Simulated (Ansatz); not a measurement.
`C[SiH](N)[InH2]` + `CB[SiH2]C` → `N[SiH2][InH2]` + `CB[SiH2]CC`  (redistribution)

Program: Ansatz. Geometries: PBE0-D4/def2-TZVP. ΔE: electronic, gas phase. CCSD(T)/CBS adds triple-zeta CCSD(T) − MP2 to the extrapolated MP2 energy (def2 sets, frozen cores). Functionals use def2-TZVPP. B3LYP here is the variant with VWN-RPA as its local correlation; programs differ in this. def2 core potentials past Kr. For In outer-core shells are correlated without core-valence functions, which leaves a few kJ/mol of doubt a bond. One conformer a species, not always the lowest.

```tsv
level	ΔE (kJ/mol)	difference from CCSD(T)/CBS
PBE-D4	53.7	-0.4
r2SCAN-D4	57.0	2.9
PBE0-D4	53.3	-0.8
B3LYP-D4	53.3	-0.8
ωB97X-V	51.0	-3.1
ωB97M-V	54.4	0.3
B2PLYP	54.0	-0.1
PBE	54.0	-0.1
r2SCAN	57.3	3.2
PBE0	53.6	-0.5
B3LYP	53.6	-0.5
HF/def2-TZVPP	48.6	-5.5
MP2/def2-TZVPP	55.0	0.9
SCS-MP2/def2-TZVPP	51.7	-2.4
CCSD/def2-TZVPP	51.5	-2.6
CCSD(T)/def2-TZVPP	52.0	-2.1
HF/def2-QZVPP	48.6	-5.5
MP2/def2-QZVPP	56.2	2.1
SCS-MP2/def2-QZVPP	52.9	-1.2
HF/CBS(def2)	48.6	-5.5
MP2/CBS(def2)	57.0	2.9
CCSD/CBS(def2)	53.5	-0.6
CCSD(T)/CBS	54.1	0
```

Largest T1 diagnostic among the species: 0.013.

In def2-TZVPP, CCSD(T) changes the Hartree–Fock value by +3.4 kJ/mol (the triples alone add +0.5 kJ/mol) and MP2 by +6.4 kJ/mol.

CCSD(T)/CBS has its own doubt, a few kJ/mol and more with outer-core shells, so smaller differences from it don't rank the levels.
